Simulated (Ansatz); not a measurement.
`C[SiH2]C(Cl)Cl` and `ClCC(Cl)Cl` differ in one atom or group.

Ansatz, PBE0-D4/def2-TZVP geometries, multiplicity 1. Each molecule was computed in one conformer, which needn't be the lowest.

```
                                          property  `C[SiH2]C(Cl)Cl`
             HOMO–LUMO gap (B3LYP/def2-TZVPP) / eV              7.30
size of the dipole moment (ωB97M-V/def2-TZVPP) / D              1.42
                 LUMO energy (PBE/def2-TZVPP) / eV             -1.33
             HOMO energy (ωB97M-V/def2-TZVPP) / eV            -10.31
    size of the dipole moment (PBE/def2-TZVPP) / D              1.31
                HOMO energy (PBE0/def2-TZVPP) / eV             -8.07
```

(1) What does the change do to each property? (Estimate.)

## Answers

(1) The calculation gave: 
| property | `ClCC(Cl)Cl` | shift |
| --- | --- | --- |
| HOMO–LUMO gap (B3LYP/def2-TZVPP) / eV | 8.02 | 0.72 |
| size of the dipole moment (ωB97M-V/def2-TZVPP) / D | 1.24 | -0.18 |
| LUMO energy (PBE/def2-TZVPP) / eV | -1.31 | 0.02 |
| HOMO energy (ωB97M-V/def2-TZVPP) / eV | -11.02 | -0.71 |
| size of the dipole moment (PBE/def2-TZVPP) / D | 1.19 | -0.12 |
| HOMO energy (PBE0/def2-TZVPP) / eV | -8.75 | -0.68 |

With PBE0 the HOMO falls by 0.68 eV and the LUMO rises by 0.13 eV, so the gap widens by about 0.81 eV. PBE moves the HOMO by -0.58 eV and ωB97M-V by -0.71 eV. Dipoles are sizes alone; their direction can turn.

B3LYP here is the variant with VWN-RPA as its local correlation; programs differ in this.
